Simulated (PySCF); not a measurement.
Compound: C₅H₆O₂.
Numbering: `[CH3:1][O:2][c:3]1[cH:4][cH:5][o:6][cH:7]1` (hydrogens: H8, H9, H10 on C1; H11 on C4; H12 on C5; H13 on C7)

A GFN2-xTB structure was refined with PySCF, CAM-B3LYP/6-31G* geometry optimisation, gas phase. Its GFN2-xTB values:

| coordinate | GFN2-xTB |
| --- | --- |
| C1–O2 | 1.407 Å |
| C1–H8 | 1.095 Å |
| O2–C3 | 1.355 Å |
| C3–C4 | 1.424 Å |
| C3–C7 | 1.367 Å |
| C4–C5 | 1.359 Å |
| C4–H11 | 1.069 Å |
| C5–O6 | 1.339 Å |
| C5–H12 | 1.072 Å |
| O6–C7 | 1.353 Å |
| C7–H13 | 1.071 Å |
| C1–O2–C3 | 115.6° |
| O2–C3–C4 | 123.6° |
| O2–C3–C7 | 130.3° |
| C3–C4–C5 | 105.6° |
| C3–C7–O6 | 110.0° |
| C4–C3–C7 | 106.1° |
| C4–C5–O6 | 111.1° |
| C5–O6–C7 | 107.2° |
| C1–O2–C3–C4 | -178° |

Q: How do these coordinates change at the CAM-B3LYP/6-31G* level?

A: 
| coordinate | CAM-B3LYP/6-31G* (Å or °) | change |
| --- | --- | --- |
| O6–C7 | 1.366 | +0.013 |
| C5–O6 | 1.351 | +0.012 |
| C4–H11 | 1.079 | +0.010 |
| C3–C4 | 1.432 | +0.008 |
| C5–H12 | 1.079 | +0.007 |
| C7–H13 | 1.077 | +0.006 |
| C3–C7 | 1.361 | -0.006 |
| C4–C5 | 1.354 | -0.005 |
| O2–C3 | 1.351 | -0.004 |
| C1–O2 | 1.411 | +0.004 |
| C1–H8 | 1.098 | +0.003 |
| C1–O2–C3 | 114.8 | -0.8 |
| C4–C3–C7 | 106.9 | +0.8 |
| C3–C7–O6 | 109.3 | -0.7 |
| O2–C3–C4 | 123.0 | -0.6 |
| O2–C3–C7 | 130.1 | -0.2 |
| C3–C4–C5 | 105.4 | -0.2 |
| C4–C5–O6 | 111.2 | +0.1 |
| C5–O6–C7 | 107.2 | 0.0 |
| C1–O2–C3–C4 | -179 | -1 |

The energy falls by 1.7 kJ/mol over 9 energy and gradient evaluations, the largest force component goes from 0.0128 to 4.2e-04 Eh/bohr, and the atoms move by 0.021 Å rms after alignment. Among the bonds, C5–O6 and O6–C7 change most and about equally (+0.012 to +0.013 Å). Bonds longer at the end by more than 0.005 Å: 6 of 13; shorter: 1. Rotational constants go from 7696, 2036, 1627 to 7615, 2048, 1631 MHz.

The run used 110 basis functions and 66 SCF cycles in all. Time: 38 s of wall time; peak memory 0.53 GiB. Hardware: one thread of an Intel Xeon 6975P-C, shared host with 192 logical CPUs at a one-minute load of 52.

Stationary, but not proved a minimum. The numbers are those of one conformer.

Conformer computed: `[CH3:1][O:2][c:3]1[cH:4][cH:5][o:6][cH:7]1`: C1–O2–C3–C4 -179°.
